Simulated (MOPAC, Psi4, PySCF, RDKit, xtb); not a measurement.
Two geometries of SMILES C#CC[SiH2]N, relaxed at B3LYP-D3(BJ)/def2-SVP with one dihedral held; other torsions can differ between them too.

Structure A

```
12

C      2.0851     0.7911    -1.5746
C      1.3149    -0.0602    -1.1825
C      0.3787    -1.0450    -0.6669
Si    -0.7393    -0.3861     0.7529
N     -0.3014     1.2544     1.0288
H      2.7732     1.5256    -1.9469
H      0.9265    -1.9262    -0.2911
H     -0.2747    -1.4067    -1.4795
H     -2.1737    -0.5162     0.3526
H     -0.5533    -1.2968     1.9292
H     -0.6944     1.8380     1.7570
H      0.5701     1.6141     0.6522
```

Structure B

```
12

C      2.0564     0.8088    -1.5729
C      1.3077    -0.0630    -1.1841
C      0.3810    -1.0589    -0.6702
Si    -0.7189    -0.3626     0.7337
N     -0.9225     1.3248     0.4293
H      2.7334     1.5558    -1.9407
H      0.9244    -1.9425    -0.2937
H     -0.2781    -1.4097    -1.4835
H     -2.0481    -1.0401     0.7217
H     -0.0545    -0.7201     2.0304
H     -1.5391     1.8970     0.9964
H     -0.1185     1.8513     0.0979
```

Question: Which is lower in energy at the level DF-MP2 (frozen core)/cc-pVTZ // B3LYP-D3(BJ)/def2-SVP (Psi4 1.11), and by how much?

Answer: B is lower, by 1.43 kcal/mol (dihedral C2–C3–Si4–N5: 0° in A, 30° in B).

E(B) − E(A) in kcal/mol at the other levels, on the same two geometries: MMFF94 // B3LYP-D3(BJ)/def2-SVP (RDKit) -2.73; PBE0/def2-TZVP // B3LYP-D3(BJ)/def2-SVP (Psi4) -1.23; PBE0-D3(BJ)/def2-TZVP // B3LYP-D3(BJ)/def2-SVP (Psi4) -1.23; PBE/def2-TZVP // B3LYP-D3(BJ)/def2-SVP (Psi4) -1.25; PBE-D3(BJ)/def2-TZVP // B3LYP-D3(BJ)/def2-SVP (Psi4) -1.25; wB97X-D/def2-TZVP // B3LYP-D3(BJ)/def2-SVP (Psi4) -1.18; HF/cc-pVTZ // B3LYP-D3(BJ)/def2-SVP (Psi4) -1.41; UFF // B3LYP-D3(BJ)/def2-SVP (RDKit) -4.68; PM6, restricted, heats of formation // B3LYP-D3(BJ)/def2-SVP (MOPAC) 0.54; AM1, restricted, heats of formation // B3LYP-D3(BJ)/def2-SVP (MOPAC) 0.41; GFN1-xTB // B3LYP-D3(BJ)/def2-SVP (xtb) 0.08; restricted B3LYP/6-31G*, spherical d // B3LYP-D3(BJ)/def2-SVP (PySCF) -1.26; restricted Hartree-Fock/STO-3G // B3LYP-D3(BJ)/def2-SVP (PySCF) -1.86; restricted LDA (SVWN5)/6-31G*, spherical d // B3LYP-D3(BJ)/def2-SVP (PySCF) -1.09; restricted B3LYP/3-21G // B3LYP-D3(BJ)/def2-SVP (PySCF) -0.16.
